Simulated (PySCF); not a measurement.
Gas-phase reaction: CuBr + 2 CCl3 → CuCl + 2 CCl2 + BrCl

Energies from PySCF (xtb for GFN2), thermal terms from the rigid-rotor harmonic-oscillator model, ideal gas at 1 bar. † marks an energy on the PBE0/def2-TZVP geometry and frequencies; other levels use their own. CCSD(T) freezes the core. Open shells (unrestricted): CCl3 (multiplicity 2); the rest are closed-shell singlets. GFN2 has no spin-polarisation term. Br, Cu: all electrons, no relativistic terms. CCSD(T) isn't extrapolated to the basis-set limit; its ΔH°(298 K) is 336.0 kJ in def2-SVP and 294.6 kJ in def2-TZVPP. The harmonic model lacks anharmonicity and excited electronic states, which grow with temperature; levels with a mode under 35 cm⁻¹ are left out. Warning, large T1 diagnostic: CCl2, CuBr, CuCl (CCSD(T)/def2-SVP†).

| level | ΔE electronic, kJ | ΔH°(298 K), kJ | ΔS°(298 K), J/K | ΔG°(1800 K), kJ |
|---|---|---|---|---|
| BLYP/def2-TZVP† | 261 | 251 | 154 | -14 |
| CCSD(T)/def2-SVP† | 345 | 336 | 154 | 70 |
| GFN2-xTB | 251 | 245 | 151 | -10 |
| HF/def2-TZVP† | 367 | 358 | 154 | 92 |
| PBE0/def2-SVP† | 388 | 379 | 154 | 113 |
| LDA/def2-TZVP† | 381 | 372 | 154 | 106 |
ΔH° is lowest at GFN2-xTB and highest at PBE0/def2-SVP†. No reference value is set beside these.
